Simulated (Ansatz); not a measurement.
The first iterations of a band of GeH4O + H2 (8 atoms, charge 0, multiplicity 1).

Method: Ansatz, RHF/def2-SVP.

```yaml
movable_images: 5
climbing_image: yes
spring: 5.0 eV/Å²
optimiser: quadratic models (default)
start_path: straight line
force_threshold: 0.05 eV/Å
iteration_limit: 60
end_points: relaxed
```

Initial state:

```xyz
8
Properties=species:S:1:pos:R:3
Ge -0.407 0.543 -0.247
O 0.037 -0.116 1.336
H -0.669 -0.315 1.932
H 0.914 0.791 -0.968
H -1.192 1.850 -0.061
H -1.272 -0.471 -1.008
H 1.861 -2.906 2.176
H 1.535 -2.262 1.978
```

Final state:

```xyz
8
Properties=species:S:1:pos:R:3
Ge -0.437 -1.060 -0.332
O 1.133 0.894 1.919
H 0.432 1.326 2.384
H 0.801 -0.503 -1.036
H -1.390 0.071 0.068
H -1.179 -2.001 -1.296
H -0.032 -1.866 0.909
H 1.478 0.254 2.523
```

| iteration | highest image above the first end (eV) | largest band force component (eV/Å) |
| --- | --- | --- |
| 1 | 7.478 | 5.288 |
| 2 | 5.238 | 4.062 |
| 3 | 3.746 | 7.730 |
| 4 | 3.368 | 2.484 |
| 5 | 2.955 | 1.547 |
| 6 | 2.313 | 1.108 |
| 7 | 1.674 | 0.776 |
| 8 | 1.551 | 0.757 |
| 9 | 1.562 | 0.520 |
| 10 | 1.572 | 5.030 |

Problem. Does the band converge within its limit, and where does its top end?

Solution. It converged. It ended after 31 iterations with the highest image 2.588 eV above the first end. Neighbouring images differ by up to 2.7 eV, so the band resolves the path poorly. Another band between the same ends (5 images) ends at a top of the same energy, where a vibrational analysis finds 1 clearly imaginary mode. The orbitals stay closed-shell, which can raise the energy where a bond breaks towards radicals; this wasn't checked here.

The run took 2.7 min on 1 thread of Arm Neoverse V1, with other jobs on the host, peak memory 0.16 GiB.
